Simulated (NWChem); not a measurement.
System: C₈H₆N₂S; SMILES c1cnc(-c2cccs2)nc1

The following NWChem deck was run.

```
start job
memory heap 200 mb stack 900 mb global 1100 mb
geometry units angstroms noautoz
  C     -0.128754     3.386062     0.000000
  C     -1.238293     2.543398     0.000000
  N     -1.125259     1.222354     0.000000
  C      0.115484     0.718327     0.000000
  C      0.243331    -0.733980     0.000000
  C      1.398401    -1.485973     0.000000
  C      1.139497    -2.878247     0.000000
  C     -0.206672    -3.156127     0.000000
  S     -1.164033    -1.736320     0.000000
  N      1.245653     1.436500     0.000000
  C      1.114684     2.755392     0.000000
  H     -0.226569     4.472595     0.000000
  H     -2.256697     2.950342     0.000000
  H      2.384825    -1.022032     0.000000
  H      1.912839    -3.647547     0.000000
  H     -0.684687    -4.135441     0.000000
  H      2.041923     3.341274     0.000000
end
basis spherical
  * library 6-311g**
end
dft
  xc xpbe96 cpbe96
  iterations 150
  semidirect filesize 400000000
  mulliken
end
task dft energy
```

Parts of the log:

```
             Northwest Computational Chemistry Package (NWChem) 7.3.0
             --------------------------------------------------------

 CS  symmetry detected

                             Geometry "geometry" -> ""
                             -------------------------

 Output coordinates in angstroms (scale by  1.889725989 to convert to a.u.)

  No.       Tag          Charge          X              Y              Z
 ---- ---------------- ---------- -------------- -------------- --------------
    1 C                    6.0000    -0.12389222     3.39002227     0.00000000
    2 C                    6.0000    -1.23468567     2.54901257     0.00000000
    3 N                    7.0000    -1.12362032     1.22780160     0.00000000
    4 C                    6.0000     0.11637023     0.72192629     0.00000000
    5 C                    6.0000     0.24205296    -0.73056961     0.00000000
    6 C                    6.0000     1.39600110    -1.48428298     0.00000000
    7 C                    6.0000     1.13502271    -2.87616964     0.00000000
    8 C                    6.0000    -0.21155887    -3.15204336     0.00000000
    9 S                   16.0000    -1.16680310    -1.73081134     0.00000000
   10 N                    7.0000     1.24760815     1.43841439     0.00000000
   11 C                    6.0000     1.11860462     2.75750008     0.00000000
   12 H                    1.0000    -0.22008803     4.47669982     0.00000000
   13 H                    1.0000    -2.25248213     2.95747368     0.00000000
   14 H                    1.0000     2.38311534    -1.02181240     0.00000000
   15 H                    1.0000     1.90721750    -3.64662117     0.00000000
   16 H                    1.0000    -0.69103265    -4.13064396     0.00000000
   17 H                    1.0000     2.04671563     3.34199972     0.00000000

 Effective nuclear repulsion energy (a.u.)     628.9022110750

      Symmetry information
      --------------------

 Group name             Cs
 Group number              2
 Group order               2
 No. of unique centers    17

  pbe96 is a nonlocal functional; adding pw91lda local functional.

                                 NWChem DFT Module
                                 -----------------

 Summary of "ao basis" -> "ao basis" (spherical)
 ------------------------------------------------------------------------------
       Tag                 Description            Shells   Functions and Types
 ---------------- ------------------------------  ------  ---------------------
 C                          6-311g**                 8       18   4s3p1d
 N                          6-311g**                 8       18   4s3p1d
 S                          6-311g**                12       26   6s5p1d
 H                          6-311g**                 4        6   3s1p

      Symmetry analysis of basis
      --------------------------

        a'        179
        a"         63

            General Information
            -------------------
          SCF calculation type: DFT
          Wavefunction type:  closed shell.
          No. of atoms     :    17
          No. of electrons :    84
           Alpha electrons :    42
            Beta electrons :    42
          Charge           :     0
          Spin multiplicity:     1
          Use of symmetry is: on ; symmetry adaption is: on
          Maximum number of iterations: 150
          AO basis - number of functions:   242
                     number of shells:   116
          Convergence on energy requested:  1.00D-06
          Convergence on density requested:  1.00D-05
          Convergence on gradient requested:  5.00D-04

              XC Information
              --------------
          PerdewBurkeErnzerhof Exchange Functional  1.000
            Perdew 1991 LDA Correlation Functional  1.000 local
           PerdewBurkeErnz. Correlation Functional  1.000 non-local

             Grid Information
             ----------------
          Grid used for XC integration:  medium
          Radial quadrature: Mura-Knowles
          Angular quadrature: Lebedev.
          Tag              B.-S. Rad. Rad. Pts. Rad. Cut. Ang. Pts.
          ---              ---------- --------- --------- ---------
          C                   0.70       49          17.0       434
          N                   0.65       49          14.0       434
          S                   1.00       88          14.0       590
          H                   0.35       45          16.0       434
          Grid pruning is: on
          Number of quadrature shells:   848
          Spatial weights used:  Erf1

      Superposition of Atomic Density Guess
      -------------------------------------

 Sum of atomic energies:        -810.43951016

      Non-variational initial energy
      ------------------------------

 Total energy =    -817.797998
 1-e energy   =   -2355.262366
 2-e energy   =     908.562157
 HOMO         =      -0.244723
 LUMO         =      -0.052516

      Symmetry analysis of molecular orbitals - initial
      -------------------------------------------------

  Numbering of irreducible representations:

     1 a'          2 a"

  Orbital symmetries:

     1 a'          2 a'          3 a'          4 a'          5 a'
     6 a'          7 a'          8 a'          9 a'         10 a'
    11 a'         12 a'         13 a'         14 a'         15 a"
    16 a'         17 a'         18 a'         19 a'         20 a'
    21 a'         22 a'         23 a'         24 a'         25 a'
    26 a'         27 a'         28 a'         29 a"         30 a'
    31 a"         32 a'         33 a'         34 a'         35 a'
    36 a'         37 a"         38 a'         39 a"         40 a"
    41 a'         42 a"         43 a"         44 a"         45 a"
    46 a'         47 a"         48 a'         49 a'         50 a'
    51 a'         52 a'

[...]
```

Level: PBE/6-311G** (spherical d). Structure relaxed at the PBE0/def2-SVP level. Not confirmed as a minimum by frequencies.
